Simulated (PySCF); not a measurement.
Ground-state electric properties of a mixed set of molecules.

All values: CAM-B3LYP/def2-SVPD (PySCF) at PBE0-D3(BJ)/def2-SVP geometries, gas phase, one conformer each. Core orbitals are frozen in the response; Δα² is half the sum of the squared differences of the principal polarisabilities. The calculation is non-relativistic, for gallium and germanium too. Dipoles and anisotropies that the point group forbids are given as zero.

(1) Rank by mean static polarisability, highest first.
A. `COC(F)F`
B. `N#CB(C#N)C#N`
C. `C[CH2][GaH2]`
D. `B[N]([SiH3])[GeH3]`
E. `[C@H]1(C(=O)N)CC(=O)C=CC1`
F. `C[SiH2]C`

(2) Rank by HOMO energy, highest first.
A. `N#CB(C#N)C#N`
B. `C[CH2][GaH2]`
C. `[H][Si]([H])(C)C`
D. `B[N]([SiH3])[GeH3]`
E. `NC(=O)[C@@H]1CC=CC(=O)C1`
F. `COC(F)F`

(3) Rank by polarisability anisotropy Δα, lowest first.
A. `[NH2:1][C:2](=[O:3])[C@@H:4]1[CH2:5][CH:6]=[CH:7][C:8](=[O:9])[CH2:10]1` with H–N1–C2–O3 3° and 179°, N1–C2–C4–C5 -156°, C2–C4–C5–C6 -168°, C4–C5–C6–C7 19°, C6–C7–C8–O9 -178°, C7–C8–C10–C4 -34°
B. `B[N]([SiH3])[GeH3]`
C. SiMe2H2 (`C[SiH2]C`)

Results:

(1) E (13.85 Å³), D (11.85 Å³), B (8.90 Å³), C (8.40 Å³), F (8.05 Å³), A (4.99 Å³).

(2) E (-8.70 eV), B (-8.88 eV), D (-9.65 eV), C (-10.23 eV), F (-10.50 eV), A (-12.51 eV).

(3) C (1.24 Å³), B (2.90 Å³), A (5.38 Å³).

All values together:

```tsv
SMILES	formula	μ (D)	HOMO (eV)	LUMO (eV)	α (Å³)	Δα (Å³)	electrons	α per electron (Å³)	ΔSCF removal energy (eV)
NC(=O)[C@@H]1CC=CC(=O)C1	C7H9NO2	3.16	-8.70	-0.54	13.85	5.38	74	0.187	9.36
N#CB(C#N)C#N	C3BN3	0.00	-12.51	-4.27	8.90	5.18	44	0.202	13.54
C[CH2][GaH2]	C2H7Ga	0.72	-8.88	-0.52	8.40	2.90	50	0.168	9.78
B[N]([SiH3])[GeH3]	BGeH8NSi	1.29	-9.65	0.80	11.85	2.90	66	0.179	10.28
[H][Si]([H])(C)C	C2H8Si	0.74	-10.23	1.25	8.05	1.24	34	0.237	–
COC(F)F	C2H4F2O	2.95	-10.50	1.22	4.99	1.03	42	0.119	11.68
```

Conformers: `[NH2:1][C:2](=[O:3])[C@@H:4]1[CH2:5][CH:6]=[CH:7][C:8](=[O:9])[CH2:10]1` with H–N1–C2–O3 3° and 179°, N1–C2–C4–C5 -156°, C2–C4–C5–C6 -168°, C4–C5–C6–C7 19°, C6–C7–C8–O9 -178°, C7–C8–C10–C4 -34°; `[CH3:1][CH2:2][GaH2:3]` with C1–C2–Ga3–H 177° and -3°; `[CH3:1][O:2][CH:3]([F:4])[F:5]` with C1–O2–C3–F4 69°.

A dash marks a removal energy that wasn't run or isn't settled.

Task: By how much does the ΔSCF value exceed −ε(HOMO) over the species that have both?

Result: By 0.63 to 1.18 eV, 0.88 eV on average, over 5 species.
